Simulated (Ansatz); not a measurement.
The cluster GeF3⁻, relaxed as a singlet with RKS r2SCAN-D4/def2-TZVPD in Ansatz, starting from the GFN1-xTB geometry. Force threshold 0.02 eV/Å.

The structure comes from a short search, and lower isomers may exist.

Start:

```xyz
4

Ge    0.0000    0.0000    0.0000
F    -0.5864    0.7177   -0.0296
F    -0.1934   -0.7351    0.5311
F     0.7798    0.0175   -0.5014
```

Estimate the energy that the relaxation releases and the steps that it takes.

205.93 eV, in 11 steps; 29 s on 4 threads of Intel Xeon on a shared host. No frequencies were taken in this run, so the end may be a saddle point.

Does the start keep its bonding and symmetry?

By distances, no bond broke or formed. The bond that changes most is Ge1–F4, from 0.93 to 1.82 Å (atoms count from 1). A close non-bonded pair moves further: F2–F3, from 1.61 to 2.68 Å. Point group D3h at the start, C3v at the end, both within 0.05 Å.

Predict the relaxed structure.


```
atom   x (Å)   y (Å)   z (Å)
 Ge1  -0.345  -0.304  -0.547
  F2  -0.863   1.298   0.133
  F3  -0.208  -1.125   1.068
  F4   1.415   0.131  -0.654
```
Bond lengths: 3 × F–Ge 1.82 Å.
